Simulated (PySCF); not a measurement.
C₄H₇FO, SMILES O([C@H]1[C@H](C1)F)C. The structure is a stationary point at PBE-D3(BJ)/def2-SVP. The structure was generated by enumeration; whether it is a known compound was not checked. The values are those of a single conformer.

Calculation: PySCF 2.14.0 with PBE-D3(BJ)/def2-SVP.

Harmonic wavenumbers (cm⁻¹): 104, 162, 205, 289, 365, 479, 623, 735, 783, 857, 953, 1021, 1022, 1066, 1072, 1123, 1139, 1148, 1188, 1235, 1319, 1333, 1403, 1410, 1427, 1452, 2902, 2965, 2990, 3063, 3069, 3074, 3167. Rotational constants (GHz): 7.101, 2.483, 2.126; symmetry number 1.

Work out the zero-point energy and the ideal-gas rigid-rotor harmonic-oscillator thermochemistry at 298.15 K and 1 atm.

ZPE = ½ Σ hcν = ½ × 45140 cm⁻¹ = 64.53 kcal/mol. H − E(el) = 69.18 kcal/mol. Entropy in cal/(mol K): translation 39.41, rotation 26.55, vibration 13.14, total 79.10. G − E(el) = 45.59 kcal/mol. Cp = 24.71 cal/(mol K). Modes under 150 cm⁻¹ make the vibrational entropy uncertain.
